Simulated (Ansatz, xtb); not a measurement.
Redistribution: C2H5Cl + C2H4FI → C2H5I + C2H4ClF

Gas-phase species: C2H5Cl (chloroethane) `CCCl`, singlet; C2H4FI `FCCI`, singlet; C2H5I (iodoethane) `CCI`, singlet; C2H4ClF (1-chloro-2-fluoroethane) `FCCCl`, singlet. The partners trade Cl for I; both sit on C, so the bond types are kept.

Shapes, held fixed at every level: PBE0-D4/def2-TZVP. Flexible molecules stand in one conformer, not always the lowest. Programs: Ansatz 0.2.0, xtb 6.7.1. The zero-point and thermal change to 298 K, harmonic and unscaled (PBE0-D4/def2-TZVP), is -0.5 kJ/mol.

Q: Estimate ΔH(298 K) of this reaction.

A: The highest level, CCSD(T)/def2-TZVPP, gives ΔH(298 K) = +5.5 kJ/mol; the levels span +3.4 to +10.5. The column of differences is taken from that level and isn't an error. No measured value is set beside it here. For atoms past krypton def2 sets carry core potentials with scalar relativity. Outer-core shells of I are correlated, in sets that cover them unevenly.

| level | kind | ΔH(298 K) (kJ/mol) | less CCSD(T)/def2-TZVPP |
| --- | --- | --- | --- |
| GFN1-xTB | semi-empirical | +10.5 | +5.0 |
| HF/def2-TZVPP | Hartree–Fock | +4.8 | -0.7 |
| SPW92/def2-TZVPP | LDA | +3.4 | -2.1 |
| PBE-D4/def2-TZVPP | GGA | +4.4 | -1.1 |
| r2SCAN-D4/def2-TZVPP | meta-GGA | +4.4 | -1.1 |
| PBE0-D4/def2-TZVPP | global hybrid | +4.3 | -1.2 |
| MP2/def2-TZVPP | perturbation theory | +5.8 | +0.3 |
| CCSD(T)/def2-TZVPP | coupled cluster or CI | +5.5 | 0.0 |
